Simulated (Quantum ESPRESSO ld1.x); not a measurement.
Species: the krypton ion Kr35+. Configuration: 1s1 (the NIST ground configuration). Method: non-relativistic Kohn-Sham, LDA (Slater exchange, Perdew-Zunger correlation), spin-polarised, spherical densities, point nucleus; open shells are filled with parallel spins first; computed with ld1.x of Quantum ESPRESSO 7.5.

Normalised radial functions P(r) = r R(r), r in bohr:

| r | 1s up | 1s down |
|---|---|---|
| 0.002561 | 1.0077 | 0.9995 |
| 0.002981 | 1.1555 | 1.1461 |
| 0.00347 | 1.3217 | 1.3109 |
| 0.00404 | 1.5075 | 1.4952 |
| 0.004703 | 1.7135 | 1.6996 |
| 0.005475 | 1.9401 | 1.9244 |
| 0.006374 | 2.1867 | 2.1691 |
| 0.007361 | 2.4372 | 2.4178 |
| 0.00857 | 2.7164 | 2.6951 |
| 0.009977 | 3.0062 | 2.9830 |
| 0.01161 | 3.2993 | 3.2744 |
| 0.01352 | 3.5861 | 3.5599 |
| 0.01574 | 3.8542 | 3.8273 |
| 0.01832 | 4.0884 | 4.0615 |
| 0.02133 | 4.2711 | 4.2454 |
| 0.02483 | 4.3836 | 4.3603 |
| 0.02891 | 4.4070 | 4.3876 |
| 0.03366 | 4.3254 | 4.3114 |
| 0.03918 | 4.1281 | 4.1209 |
| 0.04562 | 3.8136 | 3.8143 |
| 0.0531 | 3.3921 | 3.4008 |
| 0.06182 | 2.8871 | 2.9031 |
| 0.07197 | 2.3343 | 2.3559 |
| 0.08378 | 1.7779 | 1.8024 |
| 0.09754 | 1.2632 | 1.2875 |
| 0.1135 | 0.8278 | 0.8491 |
| 0.1322 | 0.4937 | 0.5102 |
| 0.1539 | 0.2639 | 0.2752 |

1s up: eigenvalue -17373.2 eV, 0 radial nodes, <r> = 0.0417 bohr, 90 % of the charge inside 0.0741 bohr. 1s down (empty): eigenvalue -17035.9 eV, 0 radial nodes, <r> = 0.0421 bohr, 90 % of the charge inside 0.0748 bohr.
